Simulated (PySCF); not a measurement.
Calculated NMR data

PySCF calculation with coordinates at the GFN2-xTB level and shieldings: GIAO PBE0/pcSseg-1; one averaged value for each set of equivalent atoms, non-relativistic Hamiltonian, a single conformation, gas phase.

References, each an isolated molecule treated in the same way: 1H (31.72 ppm), 13C (186.93 ppm) vs TMS. Splittings of carbon signals by F and P are missing where no couplings were computed. Where no couplings were computed, multiplicities follow the n + 1 count of equivalent neighbours, and m marks all less simple cases (inequivalent or close neighbours, rings, F or P nearby). Shifts are as computed. Against solution values, carbons near 30 ppm lie about +3 ppm off and those near 130 ppm about +5 ppm. Of 1211 compounds with measured shifts, 218 miss one by over three times the rms of a fit or turn the order of signals round; such compounds aren't used in these exercises.

**1.** SMILES FCC(C(C#CC)=O)(F)F, C₆H₅F₃O. 1H NMR (400 MHz, computed): δ 4.96 (m, 2H), 2.40 (s, 3H). 13C{1H} NMR (computed): δ 184.6 (C), 121.9 (C), 115.0 (C), 88.2 (CH2), 83.2 (C), 5.8 (CH3).

**2.** `C/C=P\C(F)(F)C(F)(F)F`, C₄H₄F₅P. 1H NMR (400 MHz, computed): δ 9.33 (m, 1H), 2.84 (m, 3H). 13C{1H} NMR (computed): δ 209.5, 129.1, 128.0, 27.7.

**3.** SMILES C=C=Cc1ccccc1, C₉H₈. 1H NMR (400 MHz, computed): δ 7.64 (m, 2H), 7.61 (m, 2H), 7.45 (m, 1H), 6.32 (m, 1H), 5.47 (m, 2H). 13C{1H} NMR (computed): δ 223.9, 138.6, 134.2, 132.5, 132.5, 100.0, 83.3.
